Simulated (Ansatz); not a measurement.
C2H4OSi (`C#C[SiH2]O`), relaxed with RKS PBE0-D4/def2-TZVP in Ansatz from a PBE-D4/def2-SVP geometry. The force threshold is 0.005 eV/Å; the program also tests the step.

The species carries charge 0 and has multiplicity 1.

Start:

```xyz
8

C     1.411   -1.299   -1.051
C     0.750   -0.539   -0.346
Si   -0.257    0.607    0.689
O    -1.897    0.421    0.386
H     1.997   -1.970   -1.667
H     0.228    2.004    0.402
H    -0.076    0.274    2.136
H    -2.157    0.502   -0.549
```

(1) By how much does the energy fall, and how many steps does the optimiser take? (Best estimate.)

(2) Which bonds change most? (An estimate is asked.)

(3) Give the relaxed structure. (Best estimate.)

## Answers

(1) Computed: 6.49 kJ/mol, in 6 steps.

(2) The calculation gave: Si3–O4 from 1.679 to 1.641 Å; C1–C2 from 1.229 to 1.207 Å; Si3–H6 from 1.506 to 1.485 Å; Si3–H7 from 1.495 to 1.478 Å.

(3) Ansatz gave: 
```xyz
8

C     1.396   -1.282   -1.036
C     0.741   -0.541   -0.346
Si   -0.255    0.597    0.681
O    -1.859    0.428    0.374
H     1.977   -1.940   -1.642
H     0.223    1.973    0.394
H    -0.075    0.269    2.111
H    -2.150    0.497   -0.536
```
